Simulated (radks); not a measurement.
The mean radii <r> (bohr) of the occupied orbitals of an atom or ion are listed with their occupations. All-electron calculation, scalar-relativistic Kohn-Sham, Slater X-alpha with alpha = 0.907, spin-polarised, spherical densities, point nucleus. Program: a radial shooting solver on a logarithmic mesh with Libxc functionals.

orbital  occ.      <r>
1s up       1  0.02149
1s down     1  0.02149
2s up       1  0.09130
2s down     1  0.09130
2p up       3  0.08065
2p down     3  0.08065
3s up       1   0.2386
3s down     1   0.2384
3p up       3   0.2371
3p down     3   0.2369
3d up       5   0.2153
3d down     5   0.2150
4s up       1   0.5389
4s down     1   0.5389
4p up       3   0.5701
4p down     3   0.5704
4d up       5   0.6177
4d down     5   0.6189
5s up       1    1.302
5s down     1    1.322
5p up       3    1.530
5p down     3    1.554
4f up       7   0.8332
4f down     2   0.8803
6s up       1    3.560

Name the element and its charge. Open shells, if any, are filled with parallel spins first.

Answer. Z = 65, terbium, charge +1: Tb+ in [Xe] 4f9 6s1. The 1s radius gives Z: for a bare nucleus <r> = (2 gamma + 1)/(2Z) with gamma = sqrt(1 - (Z/c)^2), 0.02124 bohr for Z = 65, and screening makes it slightly larger (0.02149 here). The occupations add up to 64, and the charge is Z minus that.
